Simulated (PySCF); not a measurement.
## Working out the excitation energy of Ar⁺

Ar⁺ [Ne] 3s2 3p5 (2P) → Ar⁺ [Ne] 3s1 3p6 (2S). Computed with PySCF 2.14 in ANO-RCC-VTZP (5s4p2d1f, 34 functions), with the spin-free X2C one-electron Hamiltonian (Gaussian nucleus). Frozen: 1s2. Energies in hartree (1 hartree = 27.21139 eV):

```tsv
part	Ar⁺ (lower)	Ar⁺ (upper)
UHF	-528.090217	-527.399987
MP2 opposite-spin	-0.150724	-0.243801
MP2 same-spin	-0.048683	-0.060833
```

Q: What does Hartree-Fock give?

A: (-527.399987) − (-528.090217) = 0.690230 hartree = 18.782 eV.

Q: What do MP2 and SCS-MP2 (6/5 opposite-spin, 1/3 same-spin) give?

A: The opposite-spin parts differ by -2.533 eV and the same-spin parts by -0.331 eV. MP2: 18.782 + (-2.533) + (-0.331) = 15.918 eV. SCS-MP2: 18.782 + 1.2 × (-2.533) + (-0.331)/3 = 15.632 eV.

Measured between the centres of the two terms (NIST): 13.421 eV, so MP2 (valence and next inner shell) is off by 2.497 eV.

What remains against the reference includes basis incompleteness, the frozen core and correlation beyond second order.
